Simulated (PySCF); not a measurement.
## Si3H3OF3

The system: Si3H3OF3, a silylene (divalent Si1, bonded to 1 O + 1 Si); neutral, singlet. The structure, one conformer, was relaxed in the gas phase by PBE0-D3(BJ)/def2-SVP. No frequency run checks that it is a minimum.

The lowest triplet lies only 1.08 eV up at this geometry (Tamm-Dancoff CAM-B3LYP/def2-SVPD). Shieldings at and next to the centre that carries it rest on this small gap and are unreliable.

SMILES: F[Si](F)(F)O[Si][SiH3]

Coordinates in Å:
```
Si1    -0.125    1.857   -0.926
Si2    -0.490   -0.349   -1.912
O3      0.189    1.325    0.649
Si4     0.411    0.210    1.798
F5     -0.683    0.370    2.942
F6      1.856    0.368    2.447
F7      0.294   -1.267    1.202
H8      0.766   -1.163   -1.829
H9     -0.893   -0.244   -3.350
H10    -1.574   -1.066   -1.164
```

Shieldings: GIAO PBE0/pcSseg-1. Shifts are against computed references at the same level: H TMS (σ 31.27 ppm), Si TMS (σ 352.0 ppm). Core levels by delta-SCF with SCAN, pcX-2 on the ionised atom and pcseg-1 elsewhere, spin-free X2C (2p3/2 is the spin-free 2p value less a third of a first-order spin-orbit splitting); from the vacuum level, for chosen atoms.

**Question.** Give the NMR and core-level values of the distinct atoms.

**Answer.** 
```tsv
atoms	bonded to	σ (ppm)	δ (ppm)	core level (eV)
Si1	1 O + 1 Si	-444.2	796.2	2p3/2 108.36
Si2	1 Si + 3 H	451.7	-99.7	2p3/2 106.36
O3	2 Si	16.2	-	1s 539.16
Si4	3 F + 1 O	452.8	-100.8	2p3/2 110.74
F5	1 Si	333.0	-	1s 693.71
F6	1 Si	332.8	-	-
F7	1 Si	340.1	-	-
H8 H9 H10	1 Si	27.90	3.37	-
```

Values are those of this one static structure, with the three H of a rotating XH3 group averaged; atoms that internal rotation interchanges would show their mean in an NMR spectrum.

**Question.** Which of Si1, Si2, Si4 holds its core electrons tightest, and by how much against the loosest?

**Answer.** Si4 (bonded to 3 F + 1 O), by 4.38 eV over Si2 (bonded to 1 Si + 3 H).

**Question.** By CAM-B3LYP/def2-SVPD (TDDFT singlets, Tamm-Dancoff triplets, ionisation by delta-SCF), where does absorption start, and what does vertical ionisation take?

**Answer.** The lowest singlet lies at 1.99 eV (f 0.003), the strongest of the first 6 at 6.24 eV (f 0.352), the lowest triplet at 1.08 eV; vertical ionisation takes 8.58 eV.
